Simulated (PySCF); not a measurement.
Si(H)3(OAc) (C2H6O2Si), SMILES CC(=O)O[SiH3]. Heavy atoms are numbered as in [SiH3:1][O:2][C:3]([CH3:4])=[O:5]. Hydrogens are named by the atom that carries them.

Coordinates come from a r2SCAN-D4/def2-SVP optimisation.

All values below come from PySCF with PBE/pcSseg-1.

GIAO shieldings, no solvent; atoms alike by connectivity are averaged. δ = σ(ref) − σ: ²⁹Si against TMS (σ = 335.4 ppm); ¹⁷O against H2O (σ = 334.3 ppm); ¹³C against TMS (σ = 182.0 ppm); ¹H against TMS (σ = 31.49 ppm), references at their B3LYP-D3(BJ)/def2-TZVP geometries, non-relativistic.

Question: Estimate the chemical shifts. (An estimate is asked for; the answer gives what the named calculation found.)

Answer: 
```tsv
nucleus	atoms	count	δ (ppm)
²⁹Si	Si1 (SiH3)	1	-35.8
¹⁷O	O5	1	476.5
¹⁷O	O2	1	217.8
¹³C	C3	1	177.8
¹³C	C4 (CH3)	1	23.9
¹H	H on Si1	3	5.14
¹H	H on C4	3	2.38
```
